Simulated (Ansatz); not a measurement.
C₂H₇ClSn (SMILES [CH3][SnH]([CH3])[Cl]), singlet, at a GFN2-xTB geometry (such geometries of metal compounds can be far from the true shape) (all electrons, no relativity); SC-NEVPT2/STO-3G, CASSCF(6,5) run with Ansatz (a first-principles code).

Ansatz was given this input:
Ansatz 0.2 input:
```yaml
crystal:
  periodic: [false, false, false]
  atoms:
    - {symbol: Sn, position_ang: [-0.08558302, -0.13301146, 0.34518223]}
    - {symbol: C, position_ang: [1.72413835, -1.35735070, 0.28630588]}
    - {symbol: C, position_ang: [-1.87499057, -1.06856799, -0.49230701]}
    - {symbol: Cl, position_ang: [0.35248767, 1.70933556, -0.98980790]}
    - {symbol: H, position_ang: [-0.37507304, 0.49995332, 1.91877512]}
    - {symbol: H, position_ang: [1.60046315, -2.24597458, 0.89314288]}
    - {symbol: H, position_ang: [2.57030099, -0.78864373, 0.65374048]}
    - {symbol: H, position_ang: [1.91264953, -1.64744074, -0.74180528]}
    - {symbol: H, position_ang: [-2.67828126, -0.34357668, -0.55052826]}
    - {symbol: H, position_ang: [-2.19122673, -1.90293093, 0.12175080]}
    - {symbol: H, position_ang: [-1.64685857, -1.42400571, -1.49144591]}
basis:
  gaussian:
    orbitals: STO-3G
magnetization: {spin_polarized: false}
correlation: {method: sc_nevpt2, electrons: all, active_space: {window: {electrons: 6, orbitals: 5}}}
```

The log (banner, timings and long lists left out):

```
Functional definition: HF
691 factors; integrals over basis functions are off by at most 3.2e-5 eV
mean field evaluation 1: about -176788.1277 eV, gradient 1.2e1 eV
mean field evaluation 2: about -176788.2132 eV, gradient 1.2e1 eV
mean field evaluation 4: about -176789.1004 eV, gradient 4.8e-1 eV
mean field evaluation 8: about -176789.1025 eV, gradient 3.1e-6 eV
mean field -176789.10254585 eV, -6496.8796866025 hartree, gradient 2.1e-6 eV, S^2 0.000000; 0 other end points of the search recorded, 0 dependent functions left out
reference -176789.10254585 eV, -6496.8796866025 hartree; 43, 43 occupied and 10, 10 virtual orbitals, 691 factors
state -176790.01881235 eV, -6496.9133587752 hartree
state -176790.01881235 eV, -6496.9133587752 hartree; corrected -176793.20414710 eV, -6497.0304176681 hartree
state -176789.66362502 eV, -6496.9003058815 hartree
state -176789.66362502 eV, -6496.9003058815 hartree; corrected -176793.17101168 eV, -6497.0291999638 hartree
state -176790.01881235 eV, -6496.9133587752 hartree; corrected -176793.20414710 eV, -6497.0304176681 hartree
2 active orbitals were swapped for others, from the solution at -176789.66360466 eV, -6496.9003051334 hartree to that at -176790.01879048 eV, -6496.9133579716 hartree; typed "places" are swapped only where nearly empty or full, and so, without "given_window_search", are "orbital_numbers", "shells" and a window whose orbitals a file names under [Active]
Total energy: -176793.20414710 eV, -6497.0304176681 hartree
```
